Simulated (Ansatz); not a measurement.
Start from `Cl[SiH]1CO1` and change one atom or group to get `F[SiH]1CO1`.

Ansatz, PBE0-D4/def2-TZVP geometries, multiplicity 1. 

```
                                                                                  property  `Cl[SiH]1CO1`
                                          size of the dipole moment (B3LYP/def2-TZVPP) / D           1.75
                                                         HOMO energy (PBE/def2-TZVPP) / eV          -6.59
                                                       HOMO–LUMO gap (PBE/def2-TZVPP) / eV           5.41
ideal-gas entropy at 298 K and 1 bar (rigid rotor, harmonic PBE0-D4/def2-TZVP) / J/(mol·K)            298
                                                       LUMO energy (B3LYP/def2-TZVPP) / eV          -0.55
                                                      HOMO–LUMO gap (PBE0/def2-TZVPP) / eV           7.57
```

Task: What does the change do to each property? (Best estimate.)

Result: The calculation gave: 
```csv
property,`F[SiH]1CO1`,shift
size of the dipole moment (B3LYP/def2-TZVPP) / D,1.87,0.12
HOMO energy (PBE/def2-TZVPP) / eV,-6.65,-0.06
HOMO–LUMO gap (PBE/def2-TZVPP) / eV,5.83,0.42
"ideal-gas entropy at 298 K and 1 bar (rigid rotor, harmonic PBE0-D4/def2-TZVP) / J/(mol·K)",286,-12
LUMO energy (B3LYP/def2-TZVPP) / eV,-0.24,0.31
HOMO–LUMO gap (PBE0/def2-TZVPP) / eV,8.04,0.47
```

With PBE0 the HOMO falls by 0.12 eV and the LUMO rises by 0.36 eV, so the gap widens by about 0.48 eV. PBE moves the HOMO by -0.06 eV and ωB97M-V by -0.16 eV. Dipoles are sizes alone; their direction can turn.

B3LYP here is the variant with VWN-RPA as its local correlation; programs differ in this.
